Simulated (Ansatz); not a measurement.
**Question.** Name a neutral molecule of C, F, O, Si and H with HOMO energy (ωB97M-V/def2-TZVPP) between -11.35 and -11.05 eV and ideal-gas entropy at 298 K and 1 bar (rigid rotor, harmonic PBE0-D4/def2-TZVP) between 347 and 363 J/(mol·K) (Ansatz, PBE0-D4/def2-TZVP geometry).

**Answer.** `CO[SiH](O)F` (-11.15 eV, 350 J/(mol·K)). Other molecules can fit too; these were computed, each in one conformer that needn't be the lowest.
